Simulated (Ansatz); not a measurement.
CH4OSi, SMILES `C[Si]O` (lower singlet; C–Si–O–H torsion 0°) (charge 0, multiplicity 1). This singlet lies 1.86 eV below the relaxed triplet at the level frozen-core CCSD(T)/cc-pVTZ // B3LYP-D3(BJ)/def2-TZVP (Ansatz, a first-principles code).

Calculation: r2SCAN/cc-pVTZ // B3LYP-D3(BJ)/def2-TZVP (Ansatz).

Ansatz 0.2 input:
```yaml
crystal:
  periodic: [false, false, false]
  atoms:
    - { symbol: C, position_ang: [-0.841594, 0.084595, 0.167124] }
    - { symbol: Si, position_ang: [0.511513, -1.126612, 0.772502] }
    - { symbol: O, position_ang: [1.870804, -0.399329, 0.151761] }
    - { symbol: H, position_ang: [-1.842659, -0.21342, 0.485994] }
    - { symbol: H, position_ang: [-0.838841, 0.142181, -0.928435] }
    - { symbol: H, position_ang: [-0.651394, 1.095598, 0.547811] }
    - { symbol: H, position_ang: [1.792174, 0.416991, -0.35674] }
basis:
  gaussian: { orbitals: cc-pVTZ }
hamiltonian:
  xc: r2scan
```

Output:

```
Functional definition: r2SCAN
846 factors; their error is unknown
mean field evaluation 1: about -11014.7142 eV, gradient 7.7e1 eV
mean field evaluation 2: about -10978.6573 eV, gradient 1.4e2 eV
mean field evaluation 4: about -11025.8094 eV, gradient 1.0e1 eV
mean field evaluation 8: about -11026.0681 eV, gradient 1.4e-1 eV
mean field evaluation 16: about -11026.0339 eV, gradient 1.7e-4 eV
mean field -11026.03389783 eV, -405.1992720310 hartree, gradient 5.1e-5 eV, S^2 0.000000; 0 other end points of the search recorded, 0 dependent functions left out
reference -11026.03390751 eV, -405.1992723867 hartree; 16, 16 occupied and 134, 134 virtual orbitals, 846 factors
Total energy: -11026.03390751 eV, -405.1992723867 hartree
```
